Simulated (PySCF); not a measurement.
# Fractional electron number in Os (osmium, neutral)

The 6s beta orbital of [Xe] 4f14 5d6 6s2 is emptied in steps (occupation f), with all orbitals relaxed, ending at [Xe] 4f14 5d6 6s1. All numbers are calculated (PySCF 2.14, a scalar-relativistic core potential, in def2-SVP with the def2 core potential (60 electrons) (6s3p2d1f, 32 functions)). The exact energy is a straight line in f; departures are measured from the line between the end points of the same method.

```json
{"f": "1", "BHandHLYP (eV)": "0.000", "CAM-B3LYP (eV)": "0.000"}
{"f": "0.75", "BHandHLYP (eV)": "-0.302", "CAM-B3LYP (eV)": "-0.248"}
{"f": "0.5", "BHandHLYP (eV)": "-0.409", "CAM-B3LYP (eV)": "-0.338"}
{"f": "0.25", "BHandHLYP (eV)": "-0.313", "CAM-B3LYP (eV)": "-0.261"}
{"f": "0", "BHandHLYP (eV)": "0.000", "CAM-B3LYP (eV)": "0.000"}
```

```csv
method,E(f=0) − E(f=1) (eV),−ε at f=1 (eV),−ε at f=0.5 (eV)
BHandHLYP,8.119,6.530,8.089
CAM-B3LYP,8.403,7.103,8.369
```

Orbital energy along the path (eV):

| f | BHandHLYP | CAM-B3LYP |
| --- | --- | --- |
| 1 | -6.530 | -7.103 |
| 0.75 | -7.296 | -7.722 |
| 0.5 | -8.089 | -8.369 |
| 0.25 | -8.926 | -9.062 |
| 0 | -9.805 | -9.855 |

Reference removal energy between the ground levels: 8.438 eV (measured; NIST Atomic Spectra Database, ionization energies). The calculation has no spin-orbit coupling.
